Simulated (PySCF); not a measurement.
**How methods differ on the excitation energy of Kr⁺**

Kr⁺ [Ar] 3d10 4s2 4p5 (2P) → Kr⁺ [Ar] 3d10 4s2 4p4 5s1, s spin flipped, as a difference of total energies. All numbers are calculated (PySCF 2.14, a scalar-relativistic core potential, in aug-cc-pVTZ-PP with one added diffuse shell each of s, d, f type with ECP10MDF (7s5p5d3f, 68 functions)). Correlated levels: valence: 3s2 3p6 3d10 frozen. The calculations carry no spin-orbit coupling.

```json
{"method": "UHF", "excitation energy (eV)": "13.714"}
{"method": "MP2 (valence)", "excitation energy (eV)": "14.133"}
{"method": "SCS-MP2 (valence)", "excitation energy (eV)": "14.158"}
```

Task: How much does correlation contribute at MP2 (valence)?

Result: 14.133 − (13.714) = 0.419 eV, measured against UHF.

The upper determinant mixes two multiplicities, so it lies between the two terms.

The promoted electron is Rydberg-like, and one or two diffuse shells describe it only roughly, which tends to raise the upper state.
